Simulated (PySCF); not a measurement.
## How methods differ on the excitation energy of Bi⁺

Bi⁺ [Xe] 4f14 5d10 6s2 6p2 (3P) → Bi⁺ [Xe] 4f14 5d10 6s1 6p2 6d1 (high-spin determinant), as a difference of total energies. All numbers are calculated (PySCF 2.14, scalar relativity by spin-free X2C-1e, in aug-cc-pVQZ-DK3). Correlated levels: valence: [Xe] 4f14 5d10 frozen. The calculations carry no spin-orbit coupling.

```tsv
method	excitation energy (cm⁻¹)
UHF	132390
MP2 (valence)	138010
SCS-MP2 (valence)	140770
CCSD (valence)	137280
CCSD(T) (valence)	136930
```

Spin-orbit coupling is strong in these open shells (close to jj coupling). The scalar numbers leave it out and a first-order estimate fails, so it can dominate the gap to the real levels.

The upper state lies above the first ionisation limit.

The promoted electron is Rydberg-like, and one or two diffuse shells describe it only roughly, which tends to raise the upper state.

The coupled-cluster amplitudes are large for the upper state (T1 above 0.03 or a double amplitude above 0.15), so a single reference is strained.

The determinant of the upper state mixes LS terms, which raises its energy above the lowest term, most at the Hartree-Fock and MP2 levels.
